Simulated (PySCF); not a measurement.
## Core-level binding energies of `C[SiH2]B(F)F`

Compound: CH5BF2Si.
Atom-mapped SMILES: `[CH3:1][SiH2:2][B:3]([F:4])[F:5]`

Computed with PySCF 2.14.0, delta-SCF UKS SCAN, pcX-2 on the ionised atom, pcseg-1 elsewhere, spin-free X2C. Binding energies are ΔSCF values: E(core-ionised, relaxed orbitals) − E(ground state) at a fixed geometry, referred to the vacuum level.

Question: List the computed XPS lines with their assignment.

Answer: 
```csv
atom(s),bonded to,level,binding energy (eV),2p1/2 (eV),count
C1,3 H and Si,C 1s,290.58,–,1
Si2,"C, 2 H and B",Si 2p3/2,106.75,107.38,1
Si2,"C, 2 H and B",Si 1s,1846.46,–,1
B3,2 F and Si,B 1s,199.31,–,1
F4/F5,B,F 1s,693.50,–,2
```

Question: Which effective nuclear charge Zeff reproduces each element's mean 1s value in the hydrogen-like formula E = 13.606 eV × Zeff²?

Answer: B (Z = 5): mean 199.3 eV, Zeff = 3.83, Z − Zeff = 1.17; C (Z = 6): mean 290.6 eV, Zeff = 4.62, Z − Zeff = 1.38; F (Z = 9): mean 693.5 eV, Zeff = 7.14, Z − Zeff = 1.86; Si (Z = 14): mean 1846.5 eV, Zeff = 11.65, Z − Zeff = 2.35. Means run over the listed sites, weighted by atom count.

One atom of each set of topologically equivalent atoms was ionised and stands for the set; in this conformer not all members are related by symmetry, and their own values weren't computed. Spin–orbit and ligand-field terms were added within each 2p shell after the spin-free SCF. 2p1/2 minus 2p3/2 (ligand field included): Si 0.62 eV. The structure is a single PBE0-D3(BJ)/def2-SVP conformer in the gas phase; no vibrational or solvent corrections.

Time: 34 s wall; peak memory 0.44 GiB. Hardware: one thread of an Arm Neoverse N1, no GPU, shared host.

Shape of the structure used: `[CH3:1][SiH2:2][B:3]([F:4])[F:5]`: C1–Si2–B3–F4 67°.
